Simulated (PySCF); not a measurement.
An equivalent PySCF input for Mo (molybdenum, neutral), [Kr] 4d5 5s1, high-spin 7S determinant, with a scalar-relativistic core potential:

```python
from pyscf import gto, scf, dft, mp, cc
import basis_set_exchange as bse
txt = bse.get_basis("def2-SVP", elements=["Mo"], fmt="nwchem", header=False)
cut = txt.index("\nECP")
mol = gto.M(atom="Mo 0 0 0", charge=0, spin=6, symmetry="D2h",
            basis=gto.basis.parse(txt[:cut]),
            ecp={"Mo": gto.basis.parse_ecp(txt[cut:])})
mf = dft.UKS(mol, xc="MN15")
mf.irrep_nelec = {'Ag': (4, 1), 'B1g': (1, 0), 'B2g': (1, 0), 'B3g': (1, 0), 'B1u': (1, 1), 'B2u': (1, 1), 'B3u': (1, 1)}
mf.kernel()
```

It reaches the same state as the run whose output follows, with an energy that differs only through the grid. The run itself started from symmetry-adapted Hartree-Fock orbitals and held the occupation by maximum overlap, on a logarithmic radial grid, so the iterations belong to that start.

```
SCF conv_tol = 1e-09
number electrons alpha = 10  beta = 4
XC functionals = MN15
    H. S. Yu, X. He, S. L. Li, and D. G. Truhlar.,  Chem. Sci. 7, 5032-5051 (2016)
    H. S. Yu, X. He, S. L. Li, and D. G. Truhlar.,  Chem. Sci. 7, 5032-5051 (2016)
cycle= 1 E= -67.9356564582633  delta_E= -0.00413  |g|= 0.0333  |ddm|= 0.246
cycle= 2 E= -67.9362500990452  delta_E= -0.000594  |g|= 0.021  |ddm|= 0.18
cycle= 3 E= -67.9365476494765  delta_E= -0.000298  |g|= 0.002  |ddm|= 0.0334
cycle= 4 E= -67.9365599568457  delta_E= -1.23e-05  |g|= 8.95e-05  |ddm|= 0.0342
cycle= 5 E= -67.9365599765296  delta_E= -1.97e-08  |g|= 3.8e-06  |ddm|= 0.00141
cycle= 6 E= -67.936559976543  delta_E= -1.34e-11  |g|= 9.03e-07  |ddm|= 9.24e-06
converged SCF energy = -67.936559976543  <S^2> = 12.001435  2S+1 = 7.00041
```

Energies and moments cover only the electrons outside the core potential.
